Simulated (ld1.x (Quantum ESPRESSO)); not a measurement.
**Which change was made? (Ru, TM)**

ld1.x (Quantum ESPRESSO) 7.5 input, shortened:

```
&input
   title='Ru', zed=44., rel=1, dft='PBE', iswitch=3,
   config='[Kr] 4d6 5s2 5p0'
 /
 &inputp
   pseudotype=2, tm=.true., lloc=0,
   nlcc=.false.
 /
3
4P  2  1   6.00   0.00  1.90  1.90  0.0
4D  3  2   6.00   0.00  1.15  1.15  0.0
4S  1  0   2.00   0.00  1.55  1.55  0.0
 &test
   configts(1)='4s2 4p6 4d6 5s2 5p0'
 /
```

Occupied shells without a wave of their own: 5s. They enter only through the test configuration that unscreens the potential.

Cutoffs, loose and tight: the cutoffs (Ry, on a coarse ladder) from which the occupation-weighted sum of valence levels, in a spherical-Bessel basis at the reference potential, stays within 10 and 1 mRy of its value at 400 Ry. They do not see the model core or the augmentation charge, which bear on the density cutoff. Test errors are all-electron minus pseudo excitation energies from the reference, over the configurations 4s2 4p6 4d7 5s1 5p0; 4s2 4p6 4d7 5s0 5p0; 4s2 4p6 4d6 5s0 5p0; 4s2 4p6 4d8 5s0 5p0; 4s2 4p6 4d5 5s0 5p0; 4s1 4p6 4d7 5s1 5p0; 4s2 4p5 4d7 5s1 5p0; variants that change the core or the reference have their own tests. The largest error is taken over the tests solved by every variant that gives reliable tests at all, those not shown here included: 4s2 4p6 4d5 5s0 5p0; 4s2 4p6 4d6 5s0 5p0; 4s2 4p6 4d7 5s0 5p0; 4s2 4p6 4d7 5s1 5p0; 4s2 4p6 4d8 5s0 5p0.

The base gives: outcome: generated, misses its reference levels by 1.11 eV; cutoff, loose: 80 Ry; cutoff, tight: 110 Ry; bound ghosts: none; largest test error (meV): -4998.

Question: After one change the result is: outcome: generated; cutoff, loose: 110 Ry; cutoff, tight: 200 Ry; bound ghosts: none; largest test error (meV): -508. Which change was it?
A. wave 4d (bound): rc 1.15 bohr becomes 4d (bound): rc 1.50 bohr
B. reference 4s2 4p6 4d7 5s0.5 5p0
C. local potential the p channel
D. wave 4s (bound): rc 1.55 bohr becomes 4s (bound): rc 1.12 bohr

Answer: D. The others give: reference 4s2 4p6 4d7 5s0.5 5p0 → outcome: generated, misses its reference levels by 1.02 eV; cutoff, loose: 80 Ry; cutoff, tight: 110 Ry; bound ghosts: none; largest test error (meV): +1635 | local potential the p channel → outcome: generated, misses its reference levels by 0.61 eV; cutoff, loose: 80 Ry; cutoff, tight: 110 Ry; bound ghosts: none; largest test error (meV): -2761 | wave 4d (bound): rc 1.15 bohr becomes 4d (bound): rc 1.50 bohr → outcome: generated, misses its reference levels by 1.11 eV; cutoff, loose: 60 Ry; cutoff, tight: 90 Ry; bound ghosts: none; largest test error (meV): -5001.
